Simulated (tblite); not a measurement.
Run record: molecular-dynamics run, `CC[C@](C)(F)C(C)=S`.

Computed with GFN2-xTB (tblite), gas phase: Langevin dynamics at 400 K from the optimised GFN2-xTB geometry, time step 0.5 fs, friction 0.01 fs⁻¹, 2000 steps. A driver script takes a list of jobs; this job's settings line and coordinates (Å) are shown. «temperature» is in K, «steps» counts time steps and «every» is the stride of the printed frames; «frames» go on to single points.

Command:
```bash
OMP_NUM_THREADS=1 python probes_run.py task.json out
```

Input:
```
{"job": {"kind": "md", "xc": "GFN2-xTB", "basis": "xTB", "temperature": 400, "steps": 2000, "every": 50, "frames": 5}, "charge": 0, "multiplicity": 1}
C      1.580276    -0.790057    -1.204625
C      1.235932     0.523423    -0.512699
C      0.070721     0.377065     0.477728
C     -0.221993     1.698329     1.190310
F      0.457469    -0.540552     1.454252
C     -1.171644    -0.137947    -0.206169
C     -1.729934    -1.429054     0.261400
S     -1.853497     0.721790    -1.402991
H      1.801816    -1.559195    -0.468074
H      2.454157    -0.657511    -1.836955
H      0.754084    -1.126922    -1.827510
H      0.956108     1.275623    -1.250423
H      2.103241     0.883154     0.043682
H      0.677865     2.052909     1.686550
H     -0.999323     1.550555     1.936918
H     -0.556482     2.437875     0.469439
H     -0.982180    -2.216138     0.152323
H     -2.625358    -1.688121    -0.296639
H     -1.961063    -1.365977     1.326021
```

**Question.** Estimate the output. One trajectory will do; the random numbers aren't given.

**Answer.** 
```
t/fs     T/K      E/eV
    0.0   325.0   -719.08396
   25.0   186.1   -718.39385
   50.0   300.8   -718.42627
   75.0   271.8   -718.41430
  100.0   357.9   -718.24204
  125.0   532.1   -718.29008
  150.0   464.4   -718.18759
  175.0   496.0   -718.11078
  200.0   477.0   -717.94434
  225.0   533.0   -718.18462
  250.0   541.4   -718.29743
  275.0   392.8   -718.01989
  300.0   423.4   -718.00237
  325.0   570.9   -718.32743
  350.0   423.1   -717.93725
  375.0   477.2   -718.32150
  400.0   257.9   -717.69196
  425.0   514.7   -718.23883
  450.0   405.0   -718.10805
  475.0   504.6   -718.31820
  500.0   491.7   -718.08418
  525.0   437.0   -717.67546
  550.0   476.2   -717.83255
  575.0   612.0   -718.31575
  600.0   447.4   -718.04144
  625.0   429.5   -718.23940
  650.0   432.9   -718.15259
  675.0   387.8   -718.21184
  700.0   372.3   -718.13702
  725.0   432.8   -718.27456
  750.0   288.5   -718.04989
  775.0   426.4   -718.45554
  800.0   346.4   -718.27241
  825.0   317.2   -718.21165
  850.0   369.0   -718.26765
  875.0   297.9   -717.99502
  900.0   405.7   -718.18360
  925.0   388.6   -718.23862
  950.0   337.8   -718.10485
  975.0   411.6   -718.41982
 1000.0   315.2   -718.35651
```

E is the potential energy; T comes from the kinetic energy over all 3N coordinates.

**Question.** Sum up the printed frames.

**Answer.** 41 frames over 1000 fs. T runs from 186 K (25 fs) to 612 K (575 fs), with a mean of 412 K over all frames and 401 K from 500 fs on. E starts at -719.084 eV, peaks 1.409 eV above that at 525 fs, and averages 0.916 eV above it from 500 fs on.

**Question.** Give the last frame.

**Answer.** 0.47 Å rms from the start after alignment:
```
atom  x, y, z in Å  |  force x, y, z in eV/Å
C1      2.651    0.199   -0.821    0.823  -0.746  -0.250
C2      1.656    1.206   -0.247    1.077  -0.213   1.912
C3      0.388    0.588    0.350    0.557  -2.159  -0.168
C4     -0.299    1.546    1.256   -0.922   0.389  -0.310
F5      0.818   -0.554    1.118   -0.212   0.804  -0.074
C6     -0.618   -0.001   -0.670    0.758  -0.376   0.871
C7     -1.285   -1.294   -0.257   -1.089   1.862   1.364
S8     -0.772    0.769   -2.075   -0.446  -0.060  -0.366
H9      2.320   -0.810   -0.576    0.210  -0.013   0.430
H10     3.666    0.367   -0.369   -0.981  -0.259  -0.570
H11     2.770    0.108   -1.919   -0.239   0.853   0.504
H12     1.367    1.959   -0.929   -0.130   0.772  -0.695
H13     2.181    1.678    0.666   -0.747  -0.350  -1.330
H14     0.206    1.832    2.146    0.578  -0.462   0.814
H15    -1.306    1.207    1.457   -0.187  -0.058   0.377
H16    -0.363    2.456    0.709   -0.374   0.911  -0.626
H17    -0.554   -1.998    0.071    0.445  -0.554  -0.137
H18    -1.958   -1.653   -1.013   -0.011  -0.198  -0.301
H19    -1.915   -1.098    0.704    0.887  -0.144  -1.444
```

The run took about 50 s of CPU time (one thread, shared machine).
